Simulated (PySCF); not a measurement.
Compound: C₄H₃ClO₂.
Structure used (GFN2-xTB), in Å, numbered top down from 1:
```xyz
10
C4H3ClO2 angstrom
O      2.4253   -1.3666    0.8555
C      1.6013   -0.5657    0.5553
C      1.1367    0.7805    0.4164
Cl     1.2903    2.4510    0.5494
C      0.2974   -0.2194    0.0414
C     -1.0249   -0.5527   -0.5204
O     -1.8808    0.5483   -0.6589
H     -0.8674   -1.0647   -1.4857
H     -1.5357   -1.2556    0.1465
H     -1.4333    1.2496   -1.1463
```

The closed-shell SCF was solved with PySCF and density fitting under several settings on one GFN2-xTB geometry (grid level 2 and gas phase unless stated).

```tsv
settings	basis functions	SCF cycles	E (Eh)	HOMO (eV)	LUMO (eV)	dipole (D)
PBE0/pcSseg-1	141	15	-764.2410	-7.36	-1.13	3.11
PBE0/def2-SVPD	177	15	-763.9533	-7.43	-1.23	3.22
HCTH407/pcSseg-1	141	17	-764.7494	-6.03	-2.16	2.98
PBE0/cc-pVTZ, fitting basis def2-qzvpp-jkfit	256	11	-764.4231	-7.25	-1.04	3.20
X3LYP/def2-TZVP, IEF-PCM methanol	241	14	-764.7742	-7.15	-0.88	4.24
revPBE/6-31G, grid level 1	73	12	-764.4691	-5.68	-1.84	2.84
PBE0/IGLO-II, grid level 1	185	11	-764.3398	-7.30	-1.07	3.19
```

Q: Estimate the row for these settings: mPW1PW91/STO-3G, energy threshold 1e-06 Eh.

A: 
| settings | basis functions | SCF cycles | E (Eh) | HOMO (eV) | LUMO (eV) | dipole (D) |
| --- | --- | --- | --- | --- | --- | --- |
| mPW1PW91/STO-3G, energy threshold 1e-06 Eh | 42 | 9 | -755.7270 | -4.54 | 1.66 | 2.04 |

Q: Over all rows, what range does the HOMO–LUMO gap span?

A: From 3.84 eV (revPBE/6-31G, grid level 1) to 6.27 eV (X3LYP/def2-TZVP, IEF-PCM methanol). The functional of the narrowest has no exact exchange, that of the widest 22 % exact exchange.

Q: And the dipole moment?

A: From 2.04 D (mPW1PW91/STO-3G, energy threshold 1e-06 Eh) to 4.24 D (X3LYP/def2-TZVP, IEF-PCM methanol); the largest is 2.08 times the smallest, and the median is 3.15 D.

Q: Compare two rows with the functional PBE0: PBE0/IGLO-II, grid level 1 and PBE0/cc-pVTZ, fitting basis def2-qzvpp-jkfit. Which energy is lower, and by how much?

A: PBE0/cc-pVTZ, fitting basis def2-qzvpp-jkfit (256 functions) lies 0.0833 Eh or 52 kcal/mol below PBE0/IGLO-II, grid level 1 (185 functions).

Cycle counts include a coarse-grid stage where the run had one. The structure is a single GFN2-xTB conformer; no vibrational corrections.
